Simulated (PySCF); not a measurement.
Mapped SMILES: `[OH:1][c:2]1[cH:3][cH:4][c:5]([F:6])[cH:7][cH:8]1` (H(Xn): hydrogen on atom n).

Theory: B3LYP/pcJ-1 coupling constants (spin–dipole term only in couplings to heteroatoms), PBE0-D3(BJ)/def2-SVP structure, σ from GIAO-PBE0/pcSseg-1, in PySCF (relativity neglected, fast rotation and ring inversion assumed for equivalent nuclei, isolated molecule, one computed conformer).

Question: Predict the 2D correlation tables (HSQC, COSY, HMBC).

Answer: 

HSQC (one-bond C–H):
| δH | δC | 1J(C,H) (Hz) |
| --- | --- | --- |
| 7.02 (H(C4)/H(C7)) | 121.7 (C4/C7) | 169 |
| 6.70 (H(C3)/H(C8)) | 118.8 (C3/C8) | 166 |

COSY cross peaks (|J| ≥ 2 Hz):
| δH | δH | abs. J (Hz) | bonds |
| --- | --- | --- | --- |
| 7.02 (H(C4)/H(C7)) | 6.70 (H(C3)/H(C8)) | 9.9 | 3 |

HMBC (two and three bonds, |J| ≥ 2.5 Hz):
| δH | δC [abs. J in Hz] |
| --- | --- |
| 7.02 (H(C4)/H(C7)) | 163.5 (C5) [5.0], 157.6 (C2) [9.8], 121.7 (C4/C7) [5.3] |
| 6.70 (H(C3)/H(C8)) | 163.5 (C5) [10.7], 118.8 (C3/C8) [5.9] |

References, each an isolated molecule treated in the same way: TMS for 1H (σref 31.27), 13C (σref 184.41).

OH and NH positions are those of a molecule without intermolecular hydrogen bonds; in solution they move with solvent, concentration and temperature, and exchange usually removes their couplings. Common functionals overestimate the size of one-bond C–F couplings by tens of Hz; these are unscaled. Unscaled 3J(H,H) at this level run about 9 % above measured values. Shifts are as computed. Against solution values, carbons near 30 ppm lie about +2 ppm off and those near 130 ppm about +4 ppm. Of 246 compounds with measured shifts, 49 miss one by over three times the rms of a fit or turn the order of signals round; such compounds aren't used in these exercises.
